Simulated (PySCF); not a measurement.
**Correlation energy of N (nitrogen, neutral)**

[He] 2s1 2p3 3d1, high-spin 6D determinant (an excited configuration). Computed with PySCF 2.14 in aug-cc-pCVTZ-DK with one added diffuse shell each of s, p, d, f type (8s7p5d3f, 75 functions), with scalar relativity by spin-free X2C-1e. Frozen: 1s2; 5 electrons correlated.

```csv
level,correlation energy (mhartree)
CCSD,-36.18
(T),-0.26
CCSD(T),-36.44
```

Diagnostics: T1 = 0.0045, D1 = 0.0121, largest double amplitude 0.018.

Q: Is a single reference adequate?

A: Yes: T1 lies below 0.03 and no double amplitude reaches 0.07.
